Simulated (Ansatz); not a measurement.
cis-NiH2(PH3)2 (NiP2H8). The state is a singlet with charge 0. Geometry PBE0-D4/def2-SVP; atoms count from 1.

```tsv
atom	x (Å)	y (Å)	z (Å)
Ni1	0.479	-0.266	-0.615
P2	-0.580	1.573	-0.658
P3	0.171	-1.344	1.187
H4	1.355	-1.333	-1.096
H5	1.008	0.015	-1.948
H6	-1.420	2.103	0.369
H7	-1.502	1.782	-1.721
H8	0.168	2.766	-0.862
H9	1.315	-1.687	1.960
H10	-0.354	-2.662	1.090
H11	-0.639	-0.947	2.296
```

The restricted singlet is unstable towards broken spin symmetry in Hartree–Fock (as tested in another run); at PBE0-D4/def2-TZVP this wasn't settled.

Question: Estimate the Mulliken populations from the PBE0/def2-TZVP orbitals of Ansatz.

Answer: 
```csv
atom,charge (e),d electrons
Ni1,-0.27,9.04
P2,-0.11,–
P3,-0.11,–
H4,-0.02,–
H5,-0.02,–
H6,0.07,–
H7,0.10,–
H8,0.10,–
H9,0.10,–
H10,0.10,–
H11,0.07,–
```
Mulliken values depend strongly on the basis.

Question: And the Mayer bond orders between heavy atoms (over 0.3)?

Answer: Ni1–P2 0.78 (2.12 Å); Ni1–P3 0.78 (2.12 Å).
